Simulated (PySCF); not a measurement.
Energy of B⁺ (boron, charge +1) between two integer charges

The 2s beta orbital of [He] 2s2 is emptied in steps (occupation f), with all orbitals relaxed, ending at [He] 2s1. All numbers are calculated (PySCF 2.14, the spin-free X2C one-electron Hamiltonian (Gaussian nucleus), in x2c-TZVPall). The exact energy is a straight line in f; departures are measured from the line between the end points of the same method.

```json
{"f": "1", "UHF (eV)": "0.000", "LDA (eV)": "0.000", "PBE (eV)": "0.000", "PBE0 (eV)": "0.000", "LC-wPBE (eV)": "0.000", "BHandHLYP (eV)": "0.000", "HSE06 (eV)": "0.000"}
{"f": "0.8", "UHF (eV)": "0.051", "LDA (eV)": "-0.819", "PBE (eV)": "-0.812", "PBE0 (eV)": "-0.599", "LC-wPBE (eV)": "-0.137", "BHandHLYP (eV)": "-0.419", "HSE06 (eV)": "-0.666"}
{"f": "0.6", "UHF (eV)": "0.074", "LDA (eV)": "-1.217", "PBE (eV)": "-1.206", "PBE0 (eV)": "-0.889", "LC-wPBE (eV)": "-0.202", "BHandHLYP (eV)": "-0.633", "HSE06 (eV)": "-0.990"}
{"f": "0.4", "UHF (eV)": "0.071", "LDA (eV)": "-1.200", "PBE (eV)": "-1.189", "PBE0 (eV)": "-0.876", "LC-wPBE (eV)": "-0.198", "BHandHLYP (eV)": "-0.642", "HSE06 (eV)": "-0.978"}
{"f": "0.2", "UHF (eV)": "0.046", "LDA (eV)": "-0.783", "PBE (eV)": "-0.773", "PBE0 (eV)": "-0.570", "LC-wPBE (eV)": "-0.133", "BHandHLYP (eV)": "-0.437", "HSE06 (eV)": "-0.636"}
{"f": "0", "UHF (eV)": "0.000", "LDA (eV)": "0.000", "PBE (eV)": "0.000", "PBE0 (eV)": "0.000", "LC-wPBE (eV)": "0.000", "BHandHLYP (eV)": "0.000", "HSE06 (eV)": "0.000"}
```

**Question.** For UHF, how does the orbital energy at f = 1 compare with the removal energy?

**Answer.** −ε = 23.781 eV against a total-energy difference of 23.447 eV. By Janak's theorem ε = ∂E/∂f, so the gap between them reflects the curvature. Along the path −ε is 23.628 (f = 0.8), 23.494 (f = 0.6), 23.375 (f = 0.4), 23.268 (f = 0.2) eV.

| method | E(f=0) − E(f=1) (eV) | −ε at f=1 (eV) | −ε at f=0.4 (eV) |
| --- | --- | --- | --- |
| UHF | 23.447 | 23.781 | 23.375 |
| LDA | 24.550 | 19.404 | 25.654 |
| PBE | 24.606 | 19.500 | 25.702 |
| PBE0 | 24.563 | 20.790 | 25.372 |
| LC-wPBE | 24.681 | 23.805 | 24.854 |
| BHandHLYP | 24.565 | 21.963 | 25.043 |
| HSE06 | 24.560 | 20.375 | 25.453 |

As f goes to zero the orbital energy of a semilocal functional can turn back, because the density of that orbital vanishes from the exchange-correlation potential.

Reference removal energy between the ground levels: 25.155 eV (measured; NIST Atomic Spectra Database, ionization energies). UHF lacks correlation.
